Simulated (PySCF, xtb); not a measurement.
SiHFBr2, SMILES F[SiH](Br)Br.

Harmonic wavenumbers (cm⁻¹) from GFN2-xTB (xtb) at its own minimum, in rising order: 98, 162, 200, 398, 494, 640, 645, 867, 2499.

Question: What does PBE-D3(BJ)/def2-SVP in PySCF give at its own minimum? (An estimate is asked for; the answer gives what the named calculation found.)

Answer: 113, 195, 237, 399, 484, 747, 781, 893, 2238. Paired by order, the mean absolute difference is 70 cm⁻¹ and the zero-point energies are 8.6 and 8.7 kcal/mol.
